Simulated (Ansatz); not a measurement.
Atom: antimony atom, Sb, charge 0, multiplicity 4.

Computed values are from Ansatz (an electronic-structure program). Valence correlation only, unless marked. UHF or UKS for open shells. No spin-orbit coupling. The frozen core is the preceding noble-gas configuration, with the filled d and f shells of earlier blocks. In def2 rows, elements after Kr have scalar-relativistic effective core potentials. CBS(X,Y): correlation extrapolated as X^-3; Hartree-Fock from the larger set.

**Question.** What is the T1 diagnostic at CCSD/def2-QZVPPD?

**Answer.** 0.004.

**Question.** What is the total energy at CCSD(T)/CBS(def2-TZVPPD,def2-QZVPPD)?

**Answer.** -239.3615 Eh.

**Question.** What is the ionisation energy (to the triplet) at CCSD(T)/CBS(def2-TZVPPD,def2-QZVPPD)?

**Answer.** 9.06 eV.

**Question.** What is the electron affinity (to the triplet; negative means unbound) at CCSD(T)/CBS(def2-TZVPPD,def2-QZVPPD)?

**Answer.** 0.83 eV.
